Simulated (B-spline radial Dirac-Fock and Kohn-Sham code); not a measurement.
Relativistic shifts of the levels of Co⁷⁺

System: the Co⁷⁺ ion in the configuration [Ar] 3d2.

Both columns are ΔSCF binding energies of the configuration average from a radial B-spline solver: non-relativistic Hartree-Fock with a point nucleus, and Dirac-Fock with a finite nucleus and the Coulomb interaction alone, averaged over the two j levels with weights 2j+1.

```tsv
shell	Hartree-Fock (eV)	Dirac-Fock (eV)	shift (eV)	shift (%)
1s	7821.2	7897.7	+76.50	+0.98
2s	1093.5	1109.6	+16.09	+1.47
2p	962.4	965.3	+2.86	+0.30
3s	259.4	262.3	+2.90	+1.12
3p	215.4	216.0	+0.57	+0.27
3d	155.2	154.6	-0.58	-0.37
```

Relativity binds 1s, 2s, 2p, 3s, 3p more strongly, among those listed most of all 2s in relative terms, and 3d more weakly, because the contracted s and p shells screen the nucleus better.

Values without a named source are computed, but for edge energies of neutral atoms, which are taken from tables.
